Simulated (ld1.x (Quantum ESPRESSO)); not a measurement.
# Plane-wave convergence, TM potential for Mo (Z = 42)

```json
{"Element": "Mo (Z = 42)", "Generator": "ld1.x (Quantum ESPRESSO) 7.5", "Type": "norm-conserving Troullier–Martins (Kleinman–Bylander form)", "Functional": "PBEsol", "Relativity": "fully relativistic", "Frozen core": "[Ar] 3d10 4s2", "Valence charge": "12", "Reference configuration": "4p6 4d5 5s1 5p0", "Partial waves": "5s (bound): rc 3.10 bohr; 4p (bound): rc 1.20 bohr; 4d (bound): rc 1.75 bohr", "Local potential": "all-electron potential smoothed inside 1.70 bohr (lloc = -1)", "Core correction": "none"}
```

Open shells are filled in proportion to 2j + 1 (rel_dist='average').

The pseudo-atom Hamiltonian at the reference potential is diagonalised in spherical Bessel functions j_l(qr) that vanish at 20 bohr, with q² up to the cutoff. All-electron valence levels (Ry): 5s -0.3027, 4p1/2 -2.9507, 5p1/2 -0.0793, 4p3/2 -2.7673, 5p3/2 -0.0721, 4d3/2 -0.2862, 4d5/2 -0.2712.

Problem. How do the lowest levels (Ry) of each channel move with the cutoff, and are there ghosts?

Solution.

| cutoff (Ry) | s #1 | s #2 | s #3 | p1/2 #1 | p1/2 #2 | p1/2 #3 | p3/2 #1 | p3/2 #2 | d3/2 #1 | d5/2 #1 | d5/2 #2 | f #1 | Σ f·Δε (mRy) |
| --- | --- | --- | --- | --- | --- | --- | --- | --- | --- | --- | --- | --- | --- |
| 8 | -2.8968 | -0.3006 | 0.0086 | -2.2163 | -0.0454 | 0.0607 | -2.1536 | -0.0432 | 0.0099 | 0.0105 | 0.0766 | 0.1060 | 5362.8 |
| 18 | -4.9156 | -0.3026 | 0.0085 | -2.8351 | -0.0661 | 0.0533 | -2.6779 | -0.0650 | -0.1855 | -0.1776 | 0.0586 | 0.1060 | 1070.9 |
| 40 | -5.1521 | -0.3027 | 0.0085 | -2.9130 | -0.0735 | 0.0511 | -2.7371 | -0.0687 | -0.2847 | -0.2699 | 0.0568 | 0.1060 | 203.0 |
| 60 | -5.1550 | -0.3027 | 0.0085 | -2.9470 | -0.0763 | 0.0503 | -2.7645 | -0.0705 | -0.2861 | -0.2711 | 0.0567 | 0.1060 | 19.2 |
| 110 | -5.1550 | -0.3027 | 0.0085 | -2.9501 | -0.0765 | 0.0502 | -2.7669 | -0.0706 | -0.2861 | -0.2712 | 0.0567 | 0.1060 | 3.0 |
| 180 | -5.1550 | -0.3027 | 0.0085 | -2.9507 | -0.0766 | 0.0502 | -2.7673 | -0.0707 | -0.2861 | -0.2712 | 0.0567 | 0.1060 | 0.2 |
| 400 | -5.1550 | -0.3027 | 0.0085 | -2.9507 | -0.0766 | 0.0502 | -2.7674 | -0.0707 | -0.2861 | -0.2712 | 0.0567 | 0.1060 | 0.0 |

Result: ghost state, extra bound levels that the all-electron valence spectrum of the same l lacks: s at -70.1 eV (a true bound ghost makes a file unfit for plane-wave use); 10 mRy is reached at 90 Ry and 1 mRy at 140 Ry.
